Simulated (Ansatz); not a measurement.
Species: H4Sn, SMILES `[SnH4]` (charge 0, multiplicity 1), formula H₄Sn.

Question: How many basis functions does frozen-core CCSD(T)/def2-TZVPP // PBE0-D3(BJ)/def2-TZVP (Ansatz, a first-principles code) use, how many core orbitals are frozen, and how many electrons are correlated?

Answer: 106 basis functions and 4 frozen orbitals, which leaves 18 correlated electrons (filled d shells below the valence shell are correlated). Core time is of the order of seconds.
